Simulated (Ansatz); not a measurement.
Relaxation of AlBH5NS (9 atoms, charge 0, multiplicity 1), to a largest force component of 0.02 eV/Å in at most 50 steps.

The calculation used Ansatz, RKS PBE/def2-mTZVP.

```xyz
9
Properties=species:S:1:pos:R:3
B -1.798 0.816 0.146
S -1.390 -0.804 0.885
Al 0.795 -0.342 0.718
N 1.855 -0.778 -0.866
H -2.010 1.792 0.814
H -1.966 0.982 -1.037
H 2.709 -0.391 -0.415
H 1.700 -1.798 -1.015
H 1.294 -0.292 -1.607
```

Problem. Where does it end, and by what steps?

Solution. The forces met the threshold. After 21 steps the energy has fallen by 1.969 eV; H5 moved furthest, 1.59 Å.

```
step  energy less start (eV)  largest force component (eV/Å)  accepted
   0                  0.0000                           2.626       yes
   1                 -0.7776                           1.774       yes
   2                 -1.1781                           0.936       yes
   3                 -1.3557                           0.851       yes
   4                 -1.5073                           0.547       yes
   5                 -1.6297                           0.678       yes
   6                 -1.7051                           0.906       yes
   7                 -1.7480                           0.748       yes
   8                 -1.8550                           0.139       yes
   9                 -1.8814                           0.129       yes
  10                 -1.8936                           0.083       yes
  11                 -1.8992                           0.192       yes
  12                 -1.9048                           0.099       yes
  13                 -1.9140                           0.137       yes
  14                 -1.9270                           0.413       yes
  15                 -1.9411                           0.632       yes
  16                 -1.9563                           0.365       yes
  17                 -1.9629                           0.107       yes
  18                 -1.9671                           0.089       yes
  19                 -1.9677                           0.062       yes
  20                 -1.9686                           0.022       yes
  21                 -1.9688                           0.007       yes
```

```xyz
9
Properties=species:S:1:pos:R:3
B -1.523 0.523 -0.114
S -1.458 -1.143 0.428
Al 0.533 -0.150 1.398
N 1.542 -0.530 -0.623
H -0.617 1.302 0.229
H -2.382 0.997 -0.805
H 2.561 -0.417 -0.594
H 1.344 -1.488 -0.937
H 1.188 0.091 -1.360
```

The run took 42 s on 2 threads of Arm Neoverse V1, with other jobs on the host, peak memory 0.15 GiB.
